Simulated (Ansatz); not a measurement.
Mg4S4⁻, relaxed as a doublet with UKS r2SCAN-D4/def2-SVPD in Ansatz, starting from the GFN1-xTB geometry. Force threshold 0.02 eV/Å.

The charge -1 doublet is spin-contaminated (final ⟨S²⟩ up to 0.93, 0.75 for a pure state). The structure comes from a short search, and lower isomers may exist.

Start:

| atom | x (Å) | y (Å) | z (Å) |
| --- | --- | --- | --- |
| Mg1 | -0.497 | 0.019 | -1.953 |
| Mg2 | -1.157 | 0.839 | 0.797 |
| Mg3 | 1.860 | -1.440 | -2.597 |
| Mg4 | 1.243 | -0.493 | 2.264 |
| S5 | -2.272 | 1.226 | -1.254 |
| S6 | 1.328 | 0.443 | -0.247 |
| S7 | -0.718 | 0.819 | 3.009 |
| S8 | 0.214 | -1.414 | -0.019 |

```
         step  energy (eV)  largest force component (eV/Å)  SCF passes
            1  -65102.7233                           0.813          28
            2  -65102.9609                           0.430          36
            3  -65103.0192                           0.271          33
            4  -65103.0603                           0.171          32
            5  -65103.0652                           0.180          25
            6  -65103.0703                           0.044          30
            7  -65103.0708                           0.020          28
            8  -65103.0710                           0.017          28
            9  -65103.0716                           0.043          25
10 (rejected)  -65103.0611                           0.258          31
           11  -65103.0752                           0.018          30
12 (rejected)  -65103.0744                           0.081          30
           13  -65103.0760                           0.017          25
           14  -65103.0762                           0.028          26
           15  -65103.0764                           0.004          27
```

Force components are those of the run's own axes.

End:

```xyz
8

Mg   -0.616   -0.013   -1.986
Mg   -1.201    1.092    0.801
Mg    1.885   -1.371   -2.403
Mg    1.099   -0.519    2.226
S    -2.386    1.276   -1.211
S     1.384    0.353   -0.293
S    -0.669    0.823    3.038
S     0.504   -1.641   -0.172
```

Bonds lost: Mg2–S8 (atoms count from 1). The end is the same structure that another start reached.

The force fell under the threshold at step 8, but the optimiser went on and released 0.005 eV more. No frequencies were taken in this run, so the end may be a saddle point.

Run time 2.9 min (4 threads of Arm Neoverse V2 on a shared host).
